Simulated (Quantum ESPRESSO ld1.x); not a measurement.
Results of a calculation; reference values are marked as such.
P7+, 8 electrons, occupied as [He] 2s2 2p3 3d1 (not the ground configuration). Code: ld1.x of Quantum ESPRESSO 7.5. Model: scalar-relativistic Kohn-Sham, LDA (Slater exchange, Perdew-Wang correlation), spin-polarised, spherical densities, point nucleus; open shells are filled with parallel spins first.

X-ray form factor f0, the Fourier transform of the density (f0(0) = 8):

sin(theta)/lambda (1/angstrom),f0 (electrons)
0.05,7.948
0.1,7.797
0.15,7.563
0.2,7.268
0.25,6.934
0.3,6.582
0.4,5.877
0.5,5.212
0.6,4.601
0.8,3.552
1,2.754
1.25,2.095
1.5,1.713
2,1.348
